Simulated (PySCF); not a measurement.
Cartesian coordinates in Å; atom numbers follow the order of the lines, from 1:
```xyz
20

C    -2.4805   -0.8967   -1.6624
C    -1.7422   -0.4616   -0.4082
C    -0.3078   -0.0387   -0.6735
C     0.4310    0.4030    0.5800
C     1.8870    0.6799    0.2633
O     2.4898   -0.4207   -0.3776
B     1.7207   -1.2706   -1.1292
O     2.3148   -2.3251   -1.7467
O     0.3761   -1.1166   -1.2860
H    -3.5046   -1.2245   -1.4302
H    -2.5493   -0.0731   -2.3912
H    -1.9534   -1.7297   -2.1489
H    -2.2641    0.3817    0.0750
H    -1.7237   -1.2849    0.3268
H    -0.3206    0.8067   -1.3916
H    -0.0428    1.3012    1.0056
H     0.3623   -0.3970    1.3380
H     2.4574    0.8922    1.1813
H     1.9729    1.5715   -0.3854
H     3.2596   -2.3322   -1.5661
```

Geometry: PBE0-D3(BJ)/def2-SVP; GIAO shifts from PySCF, gas phase, non-relativistic, averaged over equivalent atoms.

At KT2/pcSseg-1 (208 basis functions, 100 s wall time on 1 thread of an Intel Xeon, shared host):
```json
{"atoms": "C3", "δ (ppm)": "76.3"}
{"atoms": "C5", "δ (ppm)": "66.1"}
{"atoms": "C4", "δ (ppm)": "37.6"}
{"atoms": "C2", "δ (ppm)": "35.4"}
{"atoms": "C1", "δ (ppm)": "12.0"}
{"atoms": "O9", "δ (ppm)": "112.1"}
{"atoms": "O6", "δ (ppm)": "88.7"}
{"atoms": "O8", "δ (ppm)": "85.3"}
{"atoms": "B7", "δ (ppm)": "14.6"}
{"atoms": "H19", "δ (ppm)": "4.15"}
{"atoms": "H18", "δ (ppm)": "4.04"}
{"atoms": "H15", "δ (ppm)": "3.79"}
{"atoms": "H20", "δ (ppm)": "2.44"}
{"atoms": "H16", "δ (ppm)": "1.44"}
{"atoms": "H17", "δ (ppm)": "1.43"}
{"atoms": "H13", "δ (ppm)": "1.34"}
{"atoms": "H14", "δ (ppm)": "1.27"}
{"atoms": "H10/H11/H12", "δ (ppm)": "1.17"}
```

Referencing at the same level of theory: ¹³C (183.22 ppm) and ¹H (31.18 ppm) against TMS; H2O for ¹⁷O (330.66 ppm); ¹¹B (99.90 ppm) against BF3·OEt2.

Problem. What do these become at PBE0/pcSseg-1?

Solution. 
| atoms | δ at PBE0/pcSseg-1 | change |
| --- | --- | --- |
| C3 | 73.9 | -2.4 |
| C5 | 64.2 | -1.9 |
| C4 | 36.2 | -1.4 |
| C2 | 34.1 | -1.3 |
| C1 | 11.8 | -0.2 |
| O9 | 105.4 | -6.7 |
| O6 | 82.5 | -6.2 |
| O8 | 85.9 | +0.6 |
| B7 | 17.2 | +2.6 |
| H19 | 3.98 | -0.17 |
| H18 | 3.94 | -0.10 |
| H15 | 3.59 | -0.20 |
| H20 | 2.67 | +0.23 |
| H16 | 1.34 | -0.10 |
| H17 | 1.41 | -0.02 |
| H13 | 1.23 | -0.11 |
| H14 | 1.25 | -0.02 |
| H10/H11/H12 | 1.19 | +0.02 |

Chemical shifts δ = σref − σ; ¹³C (σref 184.41) and ¹H (σref 31.27) vs TMS; ¹⁷O (σref 334.56) against H2O; ¹¹B (σref 100.73) against BF3·OEt2, all at this level.

The largest change is at O9 (oxygen bonded to C, B, in a 6-membered ring). Cost: 208 basis functions, 80 s wall time on 1 thread of an Intel Xeon, shared host. The order of the carbon signals is the same at both levels.

Experimental scales use liquid or dissolved standards, which lie at an offset from isolated H2O (liquid H2O: subtract about 36 ppm).
